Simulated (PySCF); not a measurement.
# Static response to an electric field

C₇H₈N₂.
Atom-mapped SMILES: `[CH:1]#[C:2][C@@H:3]([C:4]#[N:5])[CH:6]1[CH2:7][NH:8][CH2:9]1` (hydrogens: H10 on C1; H11 on C3; H12 on C6; H13, H14 on C7; H15 on N8; H16, H17 on C9)

Geometry (GFN2-xTB, Å), atoms numbered from 1 in this order:
```
atom  x, y, z in Å
C1     2.722   -0.368   -1.615
C2     1.956   -0.170   -0.718
C3     1.024    0.105    0.365
C4     1.510    1.245    1.115
N5     1.885    2.158    1.691
C6    -0.385    0.396   -0.170
C7    -1.462    0.414    0.926
N8    -1.812   -0.964    0.571
C9    -1.096   -0.858   -0.702
H10    3.394   -0.559   -2.397
H11    0.974   -0.762    1.036
H12   -0.364    1.258   -0.838
H13   -2.246    1.157    0.737
H14   -1.117    0.519    1.957
H15   -2.800   -1.185    0.522
H16   -1.725   -0.649   -1.575
H17   -0.466   -1.724   -0.916
```

Level: CAM-B3LYP/def2-SVPD (PySCF), static field, nuclei fixed, core orbitals frozen in the response. The polarisability tensor in these axes (au):

```
x   93.07  4.22 -9.20
y    4.22 79.59 12.75
z   -9.20 12.75 86.62
```

Give the principal values, the mean and the anisotropy Δα = √{½[(α1 − α2)² + (α2 − α3)² + (α1 − α3)²]}.

Principal values 66.76, 91.76 and 100.77 au; mean 86.43 au = 12.81 Å³ = 14.25 × 10⁻⁴⁰ C²·m²/J; Δα = 30.51 au (35 % of the mean).

What is the dipole moment, and where does it point?

(-2.50, -2.14, -2.68) D, 4.24 D in size, pointing from the negative to the positive side. Measured along this direction, the outermost atoms are N5 at the negative end and H16 at the positive end.

Give the eigenvalues of the traceless quadrupole moment Θ = ½Σq(3rr − r²1), origin at the centre of nuclear charge.

-17.05, 2.13, 14.92 D·Å. The values depend on the origin, since the dipole doesn't vanish. The electronic extent ⟨r²⟩ about the same centre is 1242 bohr², a root-mean-square distance of 2.33 Å for the 64 electrons.

Find the Langevin capture rate constant for H3O+ (19.018 u) meeting this molecule (120.069 u), k = 2.342 × 10⁻⁹ cm³/s × √(α in Å³ / reduced mass in u).

The reduced mass is 16.42 u, so k = 2.07 × 10⁻⁹ cm³/s. The formula leaves out the permanent dipole, which adds to the capture rate.

What would n − 1 = 2πNα be for an ideal gas of these molecules at 400 K and 1 atm, electronic part alone?

N = p/kT = 1.8347 × 10¹⁹ cm⁻³, so n − 1 = 2π × N × 12.81 × 10⁻²⁴ cm³ = 1476 × 10⁻⁶ at long wavelengths, for an ideal gas.

The structure is a single GFN2-xTB conformer in the gas phase; no vibrational or solvent corrections.

The run behind these numbers computed excited states as well. Time: 76 s wall (with the writing of density and orbital grids); peak memory 1.1 GiB. Hardware: one thread, Arm Neoverse V2 (aarch64), shared host with 32 logical CPUs at a one-minute load of 21.
